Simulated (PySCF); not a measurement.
**[LuCl2]+: from structure and modes to constants**

These are results of PBE0 in PySCF with Lu def2-TZVP with ECP28, Cl def2-TZVP; scalar-relativistic core potentials, no spin–orbit coupling; density-fitted integrals, not measurements.

The singlet minimum has C2v symmetry. Masses (u): Lu 174.94077, Cl 34.96885.

```xyz
3
charge 1 multiplicity 1, angstrom
Lu    0.0000    0.0000   -0.3649
Cl    1.9088    0.0000    0.9130
Cl   -1.9088    0.0000    0.9130
```

Harmonic wavenumbers (cm⁻¹): 91.1 (a1, ×1), 410.1 (a1, ×1), 411.8 (b2, ×1).

Q: Find the principal moments of inertia and the rotational constants. What kind of rotor is it?

A: About the centre of mass I = 81.584, 254.82, 336.4 u Å². With B = 16.8576/I this gives 0.2066, 0.06616, 0.05011 cm⁻¹. The molecule is an asymmetric top with κ = -0.79.

Q: Find the vibrational entropy and heat capacity at 298.15 K.

A: With u = 1.43878 ω/T, each mode gives S = R[u/(eᵘ−1) − ln(1−e⁻ᵘ)] and C = R u² eᵘ/(eᵘ−1)².
```tsv
ω (cm⁻¹)	u	S (J/(mol K))	C (J/(mol K))
91.1	0.440	15.21	8.18
410.1	1.979	3.88	6.06
411.8	1.987	3.85	6.04
```
The sums over all modes are S = 22.9 and C = 20.3 J/(mol K); the softest mode gives 66 % of the entropy.

Q: Give the standard entropy (298.15 K, 1 bar) by its translational, rotational, vibrational and spin parts, and Cp.

A: Sackur–Tetrode with M = 244.88 u gives 177.5; rotation with symmetry number 2 gives 108.3; vibration 22.9; spin R ln 1 = 0.0. The total is 308.7 J/(mol K), and Cp = 4 R + 20.3 = 53.5 J/(mol K).

Stability towards spin polarisation was not tested. This need not be the most stable arrangement of these atoms.
